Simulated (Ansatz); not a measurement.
Cost and result for the atomization energy of `N[CH]([SiH3])[SbH2]` (12 atoms, 11 bonds).

Cartesian coordinates in Å:
```
N 1.4422 0.2448 0.3594
C 0.2288 -0.5369 0.1322
Si -0.6591 -0.1276 -1.4788
Sb -1.1402 -0.3703 1.8206
H 1.2204 1.2177 0.5324
H 2.0551 0.2130 -0.4494
H 0.4869 -1.6028 0.1373
H -1.1504 1.2773 -1.4238
H -1.8123 -1.0333 -1.7432
H 0.3076 -0.2340 -2.6093
H 0.1299 -0.3897 2.9630
H -1.1089 1.3417 1.7595
```

Total charge 0; spin multiplicity 1. Correlated methods include outer-core shells of Sb, which these sets cover unevenly. Sb takes the def2 core potential. The structure was optimised at the PBE0-D4/def2-TZVP level. It is one conformer, not always the lowest. Program: Ansatz. All runs use 4 threads of an Arm Neoverse V2 on a shared host. Times are those of one run each, without the atoms' runs, and a repeat can differ threefold. Electronic energies, without spin–orbit coupling; frozen cores. CCSD(T)/CBS adds CCSD(T) − MP2 in def2-TZVPP to the MP2 limit, and its time is that of the two runs behind it. T1 = 0.013. With those shells the extrapolation isn't a true limit. B3LYP takes the VWN-RPA correlation (the form of Gaussian; ORCA's B3LYP/G).

CCSD(T)/CBS is a level of theory with its own doubt, some kJ/mol a heavy atom from the limit and from the frozen cores, so smaller differences don't rank the functionals.

```
                             level  functions  wall time  atomization (kcal/mol)  difference from CCSD(T)/CBS  per bond
   PBE-D4/def2-TZVPP (with forces)        266      2.5 s                   875.5                          6.5       0.6
                PBE0-D4/def2-TZVPP        266      2.8 s                   861.4                         -7.6      -0.7
 B3LYP-D4/def2-TZVPP (with forces)        266      4.7 s                   872.1                          3.1       0.3
r2SCAN-D4/def2-TZVPP (with forces)        266      4.8 s                   861.8                         -7.2      -0.7
                 B2PLYP/def2-TZVPP        266      5.5 s                   854.4                        -14.6      -1.3
                ωB97X-V/def2-TZVPP        266        8 s                   875.4                          6.4       0.6
  ωB97M-V/def2-TZVPP (with forces)        266       12 s                   868.1                         -0.9      -0.1
                    MP2/def2-QZVPP        506       20 s                   852.5                        -16.5      -1.5
                CCSD(T)/def2-TZVPP        266    3.7 min                   842.4                        -26.6      -2.4
                 CCSD(T)/CBS(def2)          –      4 min                   869.0                          0.0       0.0
```

From PBE to PBE0 (25 % exact exchange), in def2-TZVPP and without D4, the atomization energy moves by −13.0 kcal/mol: exact exchange takes away binding that semilocal exchange gives to molecules. The D4 term adds +11.6 kcal/mol with B3LYP and +6.1 kcal/mol with PBE0; it sums over pairs of atoms, weighted by their polarisabilities, and B3LYP, whose exchange is more repulsive, gets the larger term. In def2-TZVPP, CCSD(T) changes the Hartree–Fock value by +245.2 kcal/mol (the triples alone add +12.8 kcal/mol) and MP2 by +239.4 kcal/mol; breaking electron pairs costs correlation energy, which Hartree–Fock lacks.
